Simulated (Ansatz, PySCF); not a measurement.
Species: sum formula HSiO2Cl2, charge 0, multiplicity 2. It need not be the lowest isomer of its formula. 
Geometry from a B3LYP-D3(BJ)/def2-TZVP (Ansatz, a program for electronic structure) optimisation:
```xyz
6

Si     0.3344     0.0604    -0.1098
Cl    -0.3698    -0.1512     1.7996
Cl    -1.1557    -0.0763    -1.4747
O      0.9527     1.5788     0.0389
O      1.4225    -1.0637    -0.5319
H      2.2505    -1.0993    -0.0422
```
Charge 0, spin multiplicity 2.

Dipole moments at this geometry, in debye (magnitudes).

```tsv
level	program	dipole (D)
HF/def2-TZVPD	PySCF	1.71
PBE/def2-TZVPD	PySCF	1.87
BLYP/def2-TZVPD	Ansatz	1.89
r2SCAN/def2-TZVPD	Ansatz	1.75
B3LYP/def2-TZVPD	Ansatz	1.71
BHLYP/def2-TZVPD	Ansatz	1.66
TPSSh/def2-TZVPD	PySCF	1.73
r2SCAN0/def2-TZVPD	Ansatz	(withheld)
M06-2X/def2-TZVPD	PySCF	1.66
HSE06/def2-TZVPD	Ansatz	1.68
wB97M-V/def2-TZVPD	Ansatz	1.66
wB97X-V/def2-TZVPD	Ansatz	1.68
CCSD(T)/aug-cc-pV(D+d)Z	Ansatz	(withheld)
```

Q: Fill in the missing entries.

A: 
- r2SCAN0/def2-TZVPD, dipole (D): 1.68
- CCSD(T)/aug-cc-pV(D+d)Z, dipole (D): 1.65
